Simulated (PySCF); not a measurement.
CH₂O, SMILES [O+](=[C-]\[H])/[H]. Geometry optimised at PBE-D3(BJ)/def2-TZVPD.

Level of theory: PBE-D3(BJ)/def2-TZVPD (PySCF).

Harmonic wavenumbers (cm⁻¹): 1075, 1167, 1281, 1462, 2747, 3552. Rotational constants (GHz): 281.7, 36.17, 32.05; symmetry number 1.

**Question.** Work out the zero-point energy and the ideal-gas rigid-rotor harmonic-oscillator thermochemistry at 298.15 K and 1 atm.

**Answer.** ZPE = ½ Σ hcν = ½ × 11282 cm⁻¹ = 16.13 kcal/mol. H − E(el) = 18.54 kcal/mol. Entropy in cal/(mol K): translation 36.13, rotation 17.54, vibration 0.16, total 53.83. G − E(el) = 2.49 kcal/mol. Cp = 8.72 cal/(mol K).
